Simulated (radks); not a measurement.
Q: The caesium ion Cs45+, [Ne]. All-electron calculation, non-relativistic Kohn-Sham, PBE, spin-polarised, spherical densities, point nucleus. Program: a radial shooting solver on a logarithmic mesh with Libxc functionals. Every spin shell is full or empty, so the densities are truly spherical. Functionals are evaluated on that one density, not self-consistently. Rank these orbital-free kinetic functionals by their error against the exact value of the orbitals, and give that value: Thomas-Fermi, von Weizsacker, TF + vW, TF + vW/9, TF + vW/5, LC94, APBEK, revAPBEK, Perdew 92, Thakkar, Pearson, LKT, PG1, DePristo-Kress, Ernzerhof.

A: Exact: 5582.24 hartree. From best to worst, with 100 (|E| - |E exact|)/|E exact| (equal figures are ties): TF + vW/9 +0.20, Perdew 92 +0.21, Thakkar +0.47, Pearson -0.72, LC94 +0.84, DePristo-Kress +0.87, APBEK +0.90, Ernzerhof +1.01, revAPBEK +1.21, TF + vW/5 +5.15, Thomas-Fermi -5.98, PG1 +23.45, LKT +28.64, von Weizsacker -44.36, TF + vW +49.66.
